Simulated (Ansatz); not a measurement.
`C#[C][Ga]([F])[Cl]` + H₂ → `[F][GaH][Cl]` + `C#C` at 298.15 K and 1 bar (hydrogenolysis of a Ga–C bond).

Gas-phase electronic energies from Ansatz, PBE0-D4/def2-TZVP geometries. CCSD(T)/CBS is the MP2 limit (def2-TZVPP, def2-QZVPP) plus CCSD(T) − MP2 in def2-TZVPP, frozen cores. This one scheme is used for every species. For Ga outer-core shells are correlated without core-valence functions, which leaves a few kJ/mol of doubt a bond. Scalar relativity is left out up to krypton.

```tsv
species	CCSD(T)/CBS energy (Eh)	H − E (kJ/mol)	S (J/(mol·K))
`C#[C][Ga]([F])[Cl]`	-2560.25724	77.8	349.1
H₂	-1.17544	35.1	130.4
`[F][GaH][Cl]`	-2484.20089	40.1	294.8
`C#C`	-77.22717	80.8	200.2
```

H − E and S are ideal-gas, rigid-rotor, harmonic terms from PBE0-D4/def2-TZVP. The MP2-based limit puts H₂ 0.8 mEh under its directly extrapolated value; such offsets cancel only in part. 1 Eh = 2625.50 kJ/mol, R = 8.31446 J/(mol·K).

Question: By hand: ΔE, ΔH, ΔS and ΔG.

Answer: ΔE = (-2484.20089) + (-77.22717) − (-2560.25724) − (-1.17544) = 0.00462 Eh = 12.1 kJ/mol. Δ(H − E) = 40.1 + 80.8 − 77.8 − 35.1 = 8.0, so ΔH = 20.1 kJ/mol. ΔS = 294.8 + 200.2 − 349.1 − 130.4 = 15.5 J/(mol·K). ΔG = 20.1 − 298.15 × (15.5)/1000 = 15.5 kJ/mol.

Question: By hand: the equilibrium constant, and the temperature at which ΔG would vanish if ΔH and ΔS stayed fixed.

Answer: log₁₀ K = −ΔG/(RT ln 10) = -2.7. ΔG = 0 at ΔH/ΔS = 1297 K, though so small a ΔS makes that figure unsure.

ΔH outweighs TΔS. A doubt of 5 kJ/mol in ΔE shifts log₁₀ K by 0.9 here. These are equilibria of isolated gas molecules and say nothing of rates. Largest T1 diagnostic: 0.014 (customary marks: 0.02 for closed shells, 0.045 for open ones).
